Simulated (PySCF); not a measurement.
CH₂NS, SMILES N[C]=S, multiplicity 2.

The structure is a stationary point at r2SCAN-D4/def2-TZVP. The isomer is the one that the SMILES or the coordinates give; other isomers of the formula were not compared. One conformer was computed; it need not be the lowest.

The numbers are results of TDA-B3LYP/def2-SVPD (PySCF), not measurements.

Vertical excitations. 

Computed UV-visible absorptions:
```tsv
state	energy (eV)	λ (nm)	f	main pairs
root 1	2.67	464	0.000	α HOMO→LUMO 98 %
root 2	3.15	394	0.001	β HOMO→LUMO 99 %
root 3	3.79	327	0.018	α HOMO−1→LUMO 17 %, β HOMO−1→LUMO 80 %
root 4	4.32	287	0.003	α HOMO−1→LUMO 41 %, β HOMO→LUMO+1 52 %
root 5	4.55	272	0.023	α HOMO→LUMO+1 98 %
root 6	5.16	240	0.000	α HOMO−2→LUMO 8 %, β HOMO−1→LUMO+1 89 %
root 7	5.56	223	0.004	α HOMO→LUMO+2 91 %
root 8	5.86	212	0.060	α HOMO→LUMO+3 86 %
root 9	5.91	210	0.036	α HOMO→LUMO+4 83 %
root 10	6.04	205	0.000	α HOMO−2→LUMO 77 %, β HOMO−1→LUMO+1 10 %, β HOMO−2→LUMO 7 %
```
Unrestricted roots are not spin-pure.
